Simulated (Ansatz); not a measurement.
`[F][Ti]([F])([Cl])[SeH]` + CH₃SH → `C[S][Ti]([F])([F])[Cl]` + H₂Se  (ligand exchange at a Ti–Se bond)

Computed with Ansatz on PBE0-D4/def2-TZVP structures; ΔE is electronic, products minus reactants. CCSD(T)/CBS is the MP2 limit (def2-TZVPP, def2-QZVPP) plus CCSD(T) − MP2 in def2-TZVPP, frozen cores. This one scheme is used for every species. For Se, Ti outer-core shells are correlated without core-valence functions, which leaves a few kJ/mol of doubt a bond. Scalar relativity is left out up to krypton. Each species was taken in one conformer, which may not be the lowest.

`[F][Ti]([F])([Cl])[SeH]`:

Cartesian coordinates in Å:
```
F 0.297 -1.217 -1.363
Ti -0.467 -0.312 -0.088
F -2.121 0.091 -0.426
Cl -0.311 -1.438 1.773
Se 0.662 1.796 0.134
H 1.941 1.081 -0.030
```

CH₃SH:

Cartesian coordinates in Å:
```
C -0.228 -0.404 -0.161
S 1.205 0.620 0.235
H -0.824 -0.618 0.725
H 0.167 -1.343 -0.548
H -0.847 0.055 -0.931
H 0.527 1.690 0.679
```

`C[S][Ti]([F])([F])[Cl]`:

```xyz
9

C    -1.488   -0.438    0.043
S    -0.030   -1.236   -0.702
Ti    1.495    0.272   -0.046
F     1.325    0.473    1.684
F     3.044   -0.358   -0.526
Cl    1.018    2.176   -1.020
H    -2.248   -1.211    0.160
H    -1.260   -0.022    1.025
H    -1.857    0.344   -0.618
```

H₂Se:

Cartesian coordinates in Å:
```
Se -0.070 -0.063 0.678
H 1.073 -0.077 -0.242
H -1.003 0.140 -0.435
```

| species | CCSD(T)/CBS(def2) energy (Eh) |
| --- | --- |
| `[F][Ti]([F])([Cl])[SeH]` | -3909.82967 |
| CH₃SH | -438.22835 |
| `C[S][Ti]([F])([F])[Cl]` | -1946.16025 |
| H₂Se | -2401.89790 |

Q: Work out ΔE.

A: ΔE = (-1946.16025) + (-2401.89790) − (-3909.82967) − (-438.22835) = -0.00013 Eh = 0.00 eV.

Largest T1 diagnostic among the species: 0.025, so the coupled-cluster value is less sure than usual.

In def2-TZVPP, CCSD(T) changes the Hartree–Fock value by −0.09 eV (the triples alone add −0.02 eV) and MP2 by −0.08 eV. The D4 term adds −0.05 eV with B3LYP and −0.03 eV with PBE0; it sums over pairs of atoms, weighted by their polarisabilities, and B3LYP, whose exchange is more repulsive, gets the larger term. Leaving LDA and LC-ωPBE aside and taking each functional with its dispersion term where it has one, the values, not all of them listed here, spread over 0.08 eV, from B97M-V to PBE-QIDH. LDA lies −0.05 eV from PBE without D4.

B3LYP here is the variant with VWN-RPA as its local correlation; programs differ in this.
